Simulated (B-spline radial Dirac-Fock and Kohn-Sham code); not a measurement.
Scattering functions of Re⁺

System: the Re⁺ ion, [Xe] 4f14 5d4 6s1 6p1 (an excited configuration).

Input file task.json (cfg lists n, l and occupation; rrms is the nuclear radius in fm):

```json
{"items": [{
  "Z": 75,
  "q": 1,
  "cfg": [[1, 0, 2], [2, 0, 2], [2, 1, 6], [3, 0, 2], [3, 1, 6], [3, 2, 10], [4, 0, 2], [4, 1, 6], [4, 2, 10], [4, 3, 14], [5, 0, 2], [5, 1, 6], [5, 2, 4], [6, 0, 1], [6, 1, 1]],
  "A": 187,
  "rrms": 5.3698,
  "do": ["scatter"],
  "s": [0.0, 0.05, 0.06, 0.08, 0.09, 0.12, 0.15, 0.18, 0.22, 0.28, 0.34, 0.43, 0.53, 0.66, 0.81, 1.01, 1.25, 1.55, 1.92, 2.38, 2.95, 3.65, 4.53],
  "pz": [0, 0.1, 0.2, 0.3, 0.4, 0.5, 0.6, 0.8, 1.0, 1.2, 1.4, 1.6, 1.8, 2.0, 2.5, 3.0, 4.0, 5.0, 7.0, 10.0, 15.0, 20.0, 30.0, 40.0, 60.0, 100.0],
  "hv_scatter": [2000, 8047.8, 17479.3, 30000, 50000, 100000, 200000, 500000]
}]}
```

Launch: `python xray_run.py task.json out`

These are calculated numbers from a radial finite-basis atomic code; the model is configuration-average Dirac-Fock orbitals. f₀ is the Fourier transform of the spherical electron density, S the Waller-Hartree incoherent function, and s = sin θ/λ.

```
s (Å⁻¹)      f₀       S
      0  74.000   0.000
   0.05  72.903   1.352
   0.06  72.456   1.852
   0.08  71.398   2.937
   0.09  70.805   3.496
   0.12  68.862   5.157
   0.15  66.786   6.754
   0.18  64.665   8.292
   0.22  61.836  10.274
   0.28  57.672  13.129
   0.34  53.691  15.838
   0.43  48.217  19.640
   0.53  42.919  23.462
   0.66  37.135  27.685
   0.81  31.653  31.722
   1.01  25.894  36.327
   1.25  20.999  41.103
   1.55  17.251  46.238
   1.92  14.530  51.359
   2.38  11.953  55.895
   2.95   9.128  59.651
   3.65   6.689  62.831
   4.53   5.166  65.629
```

f₀ starts at the number of electrons, 74, and has fallen to half at s ≈ 0.66 Å⁻¹. The sum of ⟨r²⟩ over the electrons is 62.82 bohr².
